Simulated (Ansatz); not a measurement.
Question: Predict a relaxed structure of ReS2⁺ (the lowest singlet isomer of a short search), charge 1, singlet, at PBE0-D4/def2-TZVP (Ansatz).

Answer: 
```xyz
3

Re    0.2802   -0.7767    0.0278
S     0.6650    0.6298   -1.3827
S    -0.9452    0.1469    1.3549
```
Point group C2v (tolerance 0.1 Å). The metal has 2 neighbours: S 2.03 Å, S 2.03 Å. This is one stationary point.

In the def2 sets Re takes a core potential; there is no spin–orbit coupling. The restricted singlet is unstable: a solution with broken spin symmetry lies lower. The relaxation made no stability test and no search for a lower SCF solution. At PBE0-D4/def2-TZVP a triplet of charge 1 lies 0.42 eV below the restricted singlet, each at its own geometry. The structure comes from a short search, and lower isomers may exist.
